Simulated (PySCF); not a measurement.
A structure optimised at PBE-D3(BJ)/def2-SVP, used in a PySCF frequency run:

```
Nb
F 1 1.8591
F 1 1.8591 2 123.02
F 1 1.8783 2 92.46 3 94.54
F 1 1.8844 2 91.96 4 171.85
S 1 2.3837 2 118.47 5 -88.30
H 6 1.3641 1 95.05 2 90.91
```

Write its SMILES, formula and point group.

[F][Nb]([F])([F])([F])[SH], F4HNbS, Cs

What are its rotational constants (standard atomic weights)?

2.1348, 1.6410, 1.4785 GHz
